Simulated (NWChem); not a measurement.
System: C5H5N; SMILES C#CC(N)=C=C

Excerpt of the output:

```
             Northwest Computational Chemistry Package (NWChem) 7.3.0
             --------------------------------------------------------

                             Geometry "geometry" -> ""
                             -------------------------

 Output coordinates in angstroms (scale by  1.889725989 to convert to a.u.)

  No.       Tag          Charge          X              Y              Z
 ---- ---------------- ---------- -------------- -------------- --------------
    1 C                    6.0000     1.03754700     2.27587700    -0.01547100
    2 C                    6.0000     0.40111900     1.24317900    -0.02006200
    3 C                    6.0000    -0.38044400     0.04037000    -0.00193300
    4 N                    7.0000    -1.77101100     0.20557200    -0.07317100
    5 C                    6.0000     0.24052000    -1.13335000     0.02655900
    6 C                    6.0000     0.85229400    -2.28770000    -0.00015500
    7 H                    1.0000     1.61190600     3.18376000    -0.01920200
    8 H                    1.0000    -2.10420900     0.99852100     0.46553200
    9 H                    1.0000    -2.28799900    -0.63708000     0.15236700
   10 H                    1.0000     1.08342600    -2.79793400    -0.94513000
   11 H                    1.0000     1.16910400    -2.79608900     0.92027900

 Effective nuclear repulsion energy (a.u.)     184.1082480417

  xc_inp: hfexch multiplicative factor not found.

                                 NWChem DFT Module
                                 -----------------

 Summary of "ao basis" -> "ao basis" (spherical)
 ------------------------------------------------------------------------------
       Tag                 Description            Shells   Functions and Types
 ---------------- ------------------------------  ------  ---------------------
 C                           6-31g*                  6       14   3s2p1d
 N                           6-31g*                  6       14   3s2p1d
 H                           6-31g*                  2        2   2s

            General Information
            -------------------
          SCF calculation type: DFT
          Wavefunction type:  closed shell.
          No. of atoms     :    11
          No. of electrons :    42
           Alpha electrons :    21
            Beta electrons :    21
          Charge           :     0
          Spin multiplicity:     1
          Use of symmetry is: off; symmetry adaption is: off
          Maximum number of iterations: 150
          AO basis - number of functions:    94
                     number of shells:    46
          Convergence on energy requested:  1.00D-06
          Convergence on density requested:  1.00D-05
          Convergence on gradient requested:  5.00D-04

              XC Information
              --------------
                     Hartree-Fock (Exact) Exchange  1.000

      Superposition of Atomic Density Guess
      -------------------------------------

 Sum of atomic energies:        -245.08617168

      Non-variational initial energy
      ------------------------------

 Total energy =    -248.541118
 1-e energy   =    -693.321721
 2-e energy   =     260.672356
 HOMO         =      -0.210635
 LUMO         =       0.004707

     ---------------------------------------------
      Total Density - Mulliken Population Analysis
     ---------------------------------------------

    Atom       Charge   Shell Charges
 -----------   ------   -------------------------------------------------------
    1 C    6     6.51   2.00  0.75  1.91  0.71  1.12  0.03
    2 C    6     5.84   2.00  0.74  1.87  0.50  0.70  0.04
    3 C    6     5.85   2.00  0.68  1.78  0.43  0.89  0.06
    4 N    7     7.94   2.00  0.82  2.56  0.84  1.70  0.03
    5 C    6     5.87   2.00  0.75  1.87  0.49  0.73  0.03
    6 C    6     6.59   2.00  0.73  1.96  0.64  1.23  0.03
    7 H    1     0.71   0.42  0.29
    8 H    1     0.58   0.42  0.17
    9 H    1     0.59   0.42  0.17
   10 H    1     0.76   0.45  0.31
   11 H    1     0.77   0.46  0.31

   convergence    iter        energy       DeltaE   RMS-Dens  Diis-err
 ---------------- ----- ----------------- --------- --------- ---------
 d= 0,ls=0.0,diis     1   -246.4714698423 -4.31D+02  8.38D-03  4.31D-01
 d= 0,ls=0.0,diis     2   -246.5419060721 -7.04D-02  3.20D-03  5.00D-02
 d= 0,ls=0.0,diis     3   -246.5486258572 -6.72D-03  1.33D-03  1.15D-02
 d= 0,ls=0.0,diis     4   -246.5501960277 -1.57D-03  2.69D-04  1.09D-03
 d= 0,ls=0.0,diis     5   -246.5503437028 -1.48D-04  9.69D-05  3.66D-05
  Resetting Diis
 d= 0,ls=0.0,diis     6   -246.5503537253 -1.00D-05  3.42D-05  3.61D-06
 d= 0,ls=0.0,diis     7   -246.5503549930 -1.27D-06  1.14D-05  4.63D-07
 d= 0,ls=0.0,diis     8   -246.5503551679 -1.75D-07  6.49D-06  1.19D-07

         Total DFT energy =     -246.550355167861
      One electron energy =     -697.061404063699
           Coulomb energy =      300.605196434028
    Exchange-Corr. energy =      -34.202395579845
 Nuclear repulsion energy =      184.108248041655

 Numeric. integr. density =        0.000000000000

                       DFT Final Molecular Orbital Analysis
                       ------------------------------------

 Vector   19  Occ=2.000000D+00  E=-4.019716D-01
              MO Center=  2.8D-01,  1.1D+00, -3.3D-02, r^2= 3.5D+00
   Bfn.  Coefficient  Atom+Function         Bfn.  Coefficient  Atom+Function
  ----- ------------  ---------------      ----- ------------  ---------------
    17      0.250442   2 C  px                3      0.224728   1 C  px
    47      0.210379   4 N  pz               51      0.196495   4 N  pz
    19     -0.194889   2 C  pz                5     -0.186856   1 C  pz
    21      0.163682   2 C  px                7      0.151787   1 C  px
     4     -0.149748   1 C  py               59      0.140110   5 C  px

 Vector   20  Occ=2.000000D+00  E=-3.733981D-01
              MO Center=  6.1D-01, -7.2D-01,  3.7D-03, r^2= 4.1D+00
   Bfn.  Coefficient  Atom+Function         Bfn.  Coefficient  Atom+Function
  ----- ------------  ---------------      ----- ------------  ---------------
    73      0.303709   6 C  px               59      0.262921   5 C  px
    77      0.241587   6 C  px               63      0.204329   5 C  px
     3     -0.197306   1 C  px               60      0.172173   5 C  py
    18      0.163671   2 C  py               74      0.152928   6 C  py
    17     -0.144744   2 C  px                7     -0.136883   1 C  px

 Vector   21  Occ=2.000000D+00  E=-3.061534D-01
              MO Center= -6.5D-02, -1.3D-01, -2.2D-02, r^2= 3.7D+00
   Bfn.  Coefficient  Atom+Function         Bfn.  Coefficient  Atom+Function
  ----- ------------  ---------------      ----- ------------  ---------------
    61      0.346045   5 C  pz               65      0.308228   5 C  pz
    33      0.275326   3 C  pz               51     -0.263814   4 N  pz
    47     -0.251345   4 N  pz               37      0.228117   3 C  pz
     5     -0.216949   1 C  pz                9     -0.178711   1 C  pz
    19     -0.130214   2 C  pz               92      0.105482  10 H  s

 Vector   22  Occ=0.000000D+00  E= 1.389835D-01
              MO Center=  3.7D-01,  8.6D-02,  9.3D-03, r^2= 4.7D+00
   Bfn.  Coefficient  Atom+Function         Bfn.  Coefficient  Atom+Function
  ----- ------------  ---------------      ----- ------------  ---------------
     9      0.454563   1 C  pz               65      0.429503   5 C  pz
    92      0.395088  10 H  s                94     -0.374947  11 H  s
    37     -0.363503   3 C  pz               23     -0.328560   2 C  pz
    61      0.322045   5 C  pz               33     -0.273453   3 C  pz
     5      0.246976   1 C  pz               79      0.214354   6 C  pz

[...]

                     NWChem Electrostatic Potential Fit Module
                     -----------------------------------------

 Atom parameters

 Number of atoms is                                   11
 Number of basis functions is                         94

 Grid parameters

 Maximum number of grid points is                  45328
 Number of grid points is                          45327
 Grid range                                     0.300000 nm
 Grid spacing                                   0.020000 nm
 Probe radius                                   0.070000 nm
 Atom radius factor                             1.000000

 Atomic radii

    1    0.100000
    6    0.147000
    7    0.140000
 FASTESP  F
  using M.O. file = ./job.movecs

    Atom              Coordinates                           Charge

                                                  ESP

    1 C     0.103755    0.227588   -0.001547   -0.398691
    2 C     0.040112    0.124318   -0.002006   -0.049001
    3 C    -0.038044    0.004037   -0.000193    0.445897
    4 N    -0.177101    0.020557   -0.007317   -0.875521
    5 C     0.024052   -0.113335    0.002656   -0.151322
    6 C     0.085229   -0.228770   -0.000016   -0.282158
    7 H     0.161191    0.318376   -0.001920    0.297807
    8 H    -0.210421    0.099852    0.046553    0.365734
    9 H    -0.228800   -0.063708    0.015237    0.358911
   10 H     0.108343   -0.279793   -0.094513    0.154078
   11 H     0.116910   -0.279609    0.092028    0.134266
                                            ------------
                                                0.000000

 Dipole moment                                  0.548242

 Quadrupole moment Qxx                          0.380547
                   Qyy                          8.565208
                   Qzz                         -8.945755

 RMS deviation kJ/mol                           0.071416

 RRMS %                                        34.506859
```

Level: Hartree-Fock/6-31G* (spherical d). Coordinates come from a PBE0/def2-SVP optimisation.

Which NWChem input produces such a log?

One answer among several that fit: the input that was run:
```
start job
memory heap 200 mb stack 900 mb global 1100 mb
geometry units angstroms noautosym nocenter noautoz
  C      1.037547     2.275877    -0.015471
  C      0.401119     1.243179    -0.020062
  C     -0.380444     0.040370    -0.001933
  N     -1.771011     0.205572    -0.073171
  C      0.240520    -1.133350     0.026559
  C      0.852294    -2.287700    -0.000155
  H      1.611906     3.183760    -0.019202
  H     -2.104209     0.998521     0.465532
  H     -2.287999    -0.637080     0.152367
  H      1.083426    -2.797934    -0.945130
  H      1.169104    -2.796089     0.920279
end
basis spherical
  C library 6-31g*
  N library 6-31g*
  H library 6-31g*
end
dft
  xc hfexch
  iterations 150
  mulliken
end
task dft energy
esp
  recalculate
  probe 0.07
  range 0.3
  factor 1.0
  spacing 0.02
end
task esp
```
